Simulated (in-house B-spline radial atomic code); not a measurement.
**Ba⁺: [Kr] 4d10 5s2 5p5 6s1 8d1 (an excited or competing configuration)**

Method: Dirac-Hartree-Fock, average of configuration, Fermi nucleus of rms radius 4.8378 fm. Calculated with a radial B-spline atomic code at the basis-set limit.

Screening seen three ways: the hydrogenic charge with the same mean radius, Z_r = [3n² - l(l+1)]/(2<r>), the one with the same energy, Z_e = n√(-2ε), and Slater's rules. Values are occupation-weighted means over j. An effective charge above Z reflects the relativistic contraction of the inner shells.

```json
{"shell": "1s", "electrons": "2", "ε (eV)": "-37672", "<r> (bohr)": "0.02557", "Z_r": "58.65", "Z_e": "52.62", "Slater": "55.70"}
{"shell": "2s", "electrons": "2", "ε (eV)": "-6072.8", "<r> (bohr)": "0.1092", "Z_r": "54.96", "Z_e": "42.25", "Slater": "51.85"}
{"shell": "2p", "electrons": "6", "ε (eV)": "-5450.4", "<r> (bohr)": "0.096", "Z_r": "52.08", "Z_e": "40.03", "Slater": "51.85"}
{"shell": "3s", "electrons": "2", "ε (eV)": "-1340", "<r> (bohr)": "0.2903", "Z_r": "46.51", "Z_e": "29.77", "Slater": "44.75"}
{"shell": "3p", "electrons": "6", "ε (eV)": "-1134.4", "<r> (bohr)": "0.2884", "Z_r": "43.34", "Z_e": "27.39", "Slater": "44.75"}
{"shell": "3d", "electrons": "10", "ε (eV)": "-830.99", "<r> (bohr)": "0.2658", "Z_r": "39.51", "Z_e": "23.45", "Slater": "34.85"}
{"shell": "4s", "electrons": "2", "ε (eV)": "-295.03", "<r> (bohr)": "0.6733", "Z_r": "35.64", "Z_e": "18.63", "Slater": "28.25"}
{"shell": "4p", "electrons": "6", "ε (eV)": "-225.62", "<r> (bohr)": "0.7149", "Z_r": "32.17", "Z_e": "16.29", "Slater": "28.25"}
{"shell": "4d", "electrons": "10", "ε (eV)": "-120.69", "<r> (bohr)": "0.7994", "Z_r": "26.27", "Z_e": "11.91", "Slater": "16.85"}
{"shell": "5s", "electrons": "2", "ε (eV)": "-57.479", "<r> (bohr)": "1.627", "Z_r": "23.04", "Z_e": "10.28", "Slater": "10.60"}
{"shell": "5p", "electrons": "5", "ε (eV)": "-38.714", "<r> (bohr)": "1.857", "Z_r": "19.65", "Z_e": "8.43", "Slater": "10.60"}
{"shell": "6s", "electrons": "1", "ε (eV)": "-14.632", "<r> (bohr)": "3.952", "Z_r": "13.66", "Z_e": "6.22", "Slater": "4.05"}
{"shell": "8d", "electrons": "1", "ε (eV)": "-1.7553", "<r> (bohr)": "21.95", "Z_r": "4.24", "Z_e": "2.87", "Slater": "2.00"}
```

The least bound orbital is 8d5/2 at -1.753 eV, and it is also the most diffuse (<r> = 21.98 bohr).

Spin-orbit splittings of the orbital energies (j = l + 1/2 above j = l - 1/2 when positive): 2p 383.1 eV, 3p 75.9 eV, 3d 15.95 eV, 4p 15.95 eV, 4d 2.748 eV, 5p 2.387 eV, 8d 0.006406 eV.

For the 1s electron the small component carries 4.28 % of the norm, the zero-frequency Breit interaction raises the level by 97.76 eV, self-energy by 56.65 eV, and vacuum polarisation lowers it by 8.185 eV.
